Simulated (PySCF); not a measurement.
ReO2F3, SMILES [F][Re](=[O])([F])(=[O])[F], multiplicity 1.

Coordinates come from a PBE-D3(BJ)/def2-SVP optimisation. The spin state was assumed, not searched. The def2 effective core potentials stand for the cores of Re; spin–orbit coupling is left out.

The numbers are results of PBE-D3(BJ)/def2-SVP in PySCF, not measurements.

Frequencies are harmonic and unscaled.

| mode | ν (cm⁻¹) | IR (km/mol) | moving atoms (share of kinetic energy) |
|---|---|---|---|
| 1 | 95 | 0.0 | F 82 %, O 18 % |
| 2 | 246 | 8.9 | F 82 %, O 10 % |
| 3 | 265 | 10.1 | F 57 %, O 22 %, Re 21 % |
| 4 | 287 | 33.8 | O 51 %, F 32 %, Re 17 % |
| 5 | 327 | 0.0 | O 68 %, F 32 % |
| 6 | 343 | 1.7 | O 83 %, Re 10 % |
| 7 | 361 | 0.3 | F 78 %, O 22 % |
| 8 | 628 | 21.8 | F 97 % |
| 9 | 687 | 165.4 | F 85 %, Re 15 % |
| 10 | 690 | 56.3 | F 93 % |
| 11 | 991 | 112.9 | O 89 %, Re 11 % |
| 12 | 1016 | 47.3 | O 94 % |
